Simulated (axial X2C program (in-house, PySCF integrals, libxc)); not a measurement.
## PbS: computed against measured constants

All values were computed with an in-house all-electron X2C program for linear molecules (integrals from PySCF). Spin-free means the one-electron spin-free X2C Hamiltonian; two-component (2c) means X2C with spin–orbit coupling and atomic mean-field two-electron Coulomb and Gaunt terms, so the difference of the two also holds small scalar two-electron terms. Basis: Pb dyall-cv3z [12s14p10d7f1g], S dyall-av3z [9s8p3d2f] (cores contracted in-house); Gaussian nuclei, density fitting, unrestricted open shells. Masses: Pb 207.977 u, S 31.972 u.

| Hamiltonian | level | Re (Å) | ωe (cm⁻¹) | ωexe (cm⁻¹) | De (eV) |
| --- | --- | --- | --- | --- | --- |
| spin-free | PBE0 | 2.282 | 452.2 | 0.972 | 4.60 |
| spin-free | HF | 2.265 | 481.3 | 0.934 | 2.11 |
| spin-free | MP2 | 2.314 | 436.3 | 0.871 | 4.65 |
| spin-free | CCSD | 2.300 | 449.5 | 0.962 | 4.15 |
| spin-free | CCSD(T) | 2.319 | 427.4 | 1.07 | 4.46 |
| spin-free | r2SCAN0 | 2.272 | 461.7 | 0.962 | 4.37 |

De refers to Pb + S.

Correlated methods: 10 electrons correlated (number of frozen shells: Pb 5 s, 4 p, 3 d, 1 f; S 2 s, 1 p), 262 virtual spin orbitals or spinors in MP2, 90 natural virtuals in coupled cluster.

Measured (Huber and Herzberg, Constants of Diatomic Molecules, 1979; state 1Σ+): Re (Å) 2.28686, ωe (cm⁻¹) 429.4, ωexe (cm⁻¹) 1.3.

Problem. Work out the error of each level, computed minus measured.

Solution. 

```csv
Hamiltonian,level,Re (Å),ωe (cm⁻¹),ωexe (cm⁻¹)
spin-free,PBE0,-0.005,22.8,-0.33
spin-free,HF,-0.022,51.9,-0.37
spin-free,MP2,0.027,6.9,-0.43
spin-free,CCSD,0.013,20.1,-0.34
spin-free,CCSD(T),0.032,-2.0,-0.23
spin-free,r2SCAN0,-0.015,32.3,-0.34
```

The state is a single determinant with fixed occupations, the lowest that a limited PBE0 search found. Closed shells are restricted here (equal orbitals for both partners); the stretched side of such a curve lies too high. De is counted from the lowest determinant-based energies of the atoms at the same level, without counterpoise correction. Coupled cluster ran in a truncated set of natural virtual spinors; the MP2 energy of the rest was added. (T) has no such correction and the atoms are truncated less, which lowers De at CCSD(T) by a hundredth of an eV or more. The T1 diagnostic is large, a sign of multireference character. With the outer-core shells frozen, correlated bond lengths of heavy atoms tend to come out a few hundredths of an ångström too long. Spin-free De lacks the spin–orbit lowering of the heavy p-block atom, a tenth of an eV or more for 4p and 5p, up to an eV for 6p and one to two eV for 7p atoms, less what an open-shell molecule gains itself.
